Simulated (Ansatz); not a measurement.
The cluster Cd₃S₄⁻, relaxed as a doublet with UKS PBE-D4/def2-SVPD in Ansatz, starting from the PBE-D4/def2-SVP geometry of the neutral singlet. Force threshold 0.02 eV/Å.

In the def2 sets Cd takes a core potential; there is no spin–orbit coupling. The structure comes from a short search, and lower isomers may exist.

Start:

```csv
atom,x (Å),y (Å),z (Å)
Cd1,1.5464,-0.8142,-0.8233
Cd2,-0.9258,0.8650,1.4584
Cd3,-1.4979,-0.1245,-1.5322
S4,0.0749,-1.6167,-2.5118
S5,-2.6349,1.4036,-0.1067
S6,2.4487,0.4199,1.0204
S7,0.9885,-0.1331,2.4951
```

Q: Estimate the energy that the relaxation releases and the steps that it takes.

A: 7.3 kcal/mol, in 9 steps; 44 s on 4 threads of Arm Neoverse V2 on a shared host. No frequencies were taken in this run, so the end may be a saddle point.

Q: Does the start keep its bonding?

A: By distances, no bond broke or formed, bridged metal pairs apart. The bond that changes most is Cd3–S4, from 2.38 to 2.57 Å (atoms count from 1). Metal–metal contacts that move far: Cd1–Cd3 3.20 to 3.72 Å, Cd2–Cd3 3.20 to 3.72 Å.

Q: Predict the relaxed structure.

A: 
| atom | x (Å) | y (Å) | z (Å) |
| --- | --- | --- | --- |
| Cd1 | 1.506 | -0.721 | -0.727 |
| Cd2 | -0.821 | 0.778 | 1.427 |
| Cd3 | -1.949 | -0.162 | -1.993 |
| S4 | 0.137 | -1.617 | -2.396 |
| S5 | -2.523 | 1.418 | -0.043 |
| S6 | 2.560 | 0.433 | 1.125 |
| S7 | 1.090 | -0.129 | 2.608 |
Bond lengths (bridged metal pairs left out): 6 × Cd–S 2.34 to 2.57 Å; 1 × S–S 2.16 Å.
